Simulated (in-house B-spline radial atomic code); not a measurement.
Configurations of Ni3+, with energies counted from [Ar] 3d7. Computed with a radial B-spline atomic code at the basis-set limit: non-relativistic LDA PW92, spin-polarised, spherical fractional occupations, point nucleus. Shells without spins written out take the highest spin.

Occupations are held fixed; configurations that lie above the ionisation limit could autoionise.

| configuration | E - E(ref) (eV) | highest orbital | its <r> (bohr) |
| --- | --- | --- | --- |
| [Ar] 3d(4 up, 3 down) | 2.1838 | 3d down | 0.8953 |
| [Ar] 3d(1 up, 5 down) 4s(0 up, 1 down) | 13.761 | 4s down | 2.045 |
| [Ar] 3d6 4p1 | 22.11 | 4p up | 2.305 |
| [Ar] 3d(3 up, 3 down) 4f(1 up, 0 down) | 46.629 | 4f up | 4.269 |
| [Ne] 3s2 3p5 3d8 | 62.125 | 3d down | 0.9002 |
| [Ne] 3s2 3p(2 up, 3 down) 3d(4 up, 4 down) | 64.397 | 3d up | 0.8913 |

Problem. Order these further configurations by energy, lowest first.
A. [Ne] 3s2 3p5 3d7 4p1
B. [Ar] 3d6 4f1
C. [Ne] 3s2 3p(3 up, 2 down) 3d(4 up, 3 down) 4d(0 up, 1 down)
D. [Ne] 3s2 3p5 3d7 4d1
E. [Ne] 3s2 3p5 3d7 4s1

Solution. B (41.746 eV), E (76.493 eV), A (84.873 eV), D (96.703 eV), C (100.68 eV).

Problem. How far above the reference does [Ne] 3s2 3p5 3d7 4f1 lie?

Solution. 104.62 eV; its least bound orbital is 4f up with <r> = 4.238 bohr.

Problem. How far above the reference does [Ar] 3d6 4d1 lie?

Solution. 33.88 eV; its least bound orbital is 4d up with <r> = 3.056 bohr.
